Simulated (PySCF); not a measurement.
B3LYP has the VWN-RPA correlation part, as in Gaussian. 

```xyz
13

Si    -1.9259    -1.5670     0.1062
Al    -0.0300    -0.0063     0.0017
Si     2.2654    -0.8673    -0.1908
Si    -0.3654     2.4282     0.0853
H     -1.5615    -2.8760     0.7191
H     -2.3878    -1.8461    -1.2868
H     -3.0912    -1.0179     0.8557
H      2.8681    -0.9434     1.1737
H      3.1413     0.0187    -1.0093
H      2.3257    -2.2365    -0.7765
H     -1.7965     2.8360     0.1602
H      0.2302     3.0804    -1.1172
H      0.3276     2.9972     1.2788
```

Charge 0, multiplicity 1.

### Question
Give the Mulliken and meta-Löwdin atomic charges from B3LYP-D3(BJ)/def2-TZVP // PBE0-D3(BJ)/def2-TZVP (PySCF 2.14.0).

### Answer

| atom | Mulliken (e) | meta-Löwdin (e) |
|---|---|---|
| Si1 | 0.01 | 0.14 |
| Al2 | 0.39 | 0.28 |
| Si3 | 0.01 | 0.14 |
| Si4 | 0.01 | 0.14 |
| H5 | -0.05 | -0.08 |
| H6 | -0.05 | -0.08 |
| H7 | -0.05 | -0.08 |
| H8 | -0.05 | -0.08 |
| H9 | -0.05 | -0.08 |
| H10 | -0.05 | -0.08 |
| H11 | -0.05 | -0.08 |
| H12 | -0.05 | -0.08 |
| H13 | -0.05 | -0.08 |
